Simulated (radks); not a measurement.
Results of a calculation; reference values are marked as such.
Charge is removed step by step from the 1s down level of the fluorine ion F+, starting from 1s(up 1, down 1) 2s2 2p4. Level of theory: non-relativistic Kohn-Sham, PBE, spin-polarised, spherical densities, point nucleus; open shells are filled with parallel spins first (a radial shooting solver on a logarithmic mesh with Libxc functionals).

| removed (e) | E - E(0) (eV) | eigenvalue (eV) | E minus straight line (eV) |
|---|---|---|---|
| 0 | 0.000 | -682.09 | 0.000 |
| 0.125 | 85.900 | -692.29 | -4.045 |
| 0.25 | 173.06 | -702.33 | -6.824 |
| 0.375 | 261.47 | -712.13 | -8.361 |
| 0.5 | 351.08 | -721.58 | -8.693 |
| 0.625 | 441.84 | -730.48 | -7.876 |
| 0.75 | 533.67 | -738.44 | -6.001 |
| 0.875 | 626.38 | -744.54 | -3.230 |
| 1 | 719.55 | -743.81 | 0.000 |

Removing the whole electron costs 719.55 eV by Delta-SCF, against 682.09 eV from minus the eigenvalue at the starting occupation. Slater's transition state (half an electron removed) gives 721.58 eV. Integrating minus the eigenvalue over the occupation (Janak's theorem) gives 719.51 eV. The mean slope of the eigenvalue, de/dn, is 61.7 eV per electron.
